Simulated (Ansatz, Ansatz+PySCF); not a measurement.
```xyz
4

B     0.0000    0.0000    0.0000
F     1.2055    0.0000    0.0000
F    -0.6028    1.0440    0.0000
F    -0.6028   -1.0440    0.0000
```

RHF on singlet BF3 was run in several spherical basis sets with Ansatz (development build ahead of 0.2.0). Caution for RHF: no unrestricted run beside it, a lower state can exist.

**Question.** Rank the basis sets by the total energy that they give, lowest first, with the distance from the lowest.
A. cc-pVDZ
B. cc-pVTZ
C. 6-31G
D. def2-TZVP
E. def2-SVP
F. STO-3G
G. 6-31G(d)

**Answer.** D (0.00 eV), B (0.47 eV), A (4.11 eV), G (4.30 eV), C (7.84 eV), E (11.14 eV), F (127.83 eV).

Totals follow the description of the cores as much as that of the bonds, so this order isn't one of quality for chemistry.
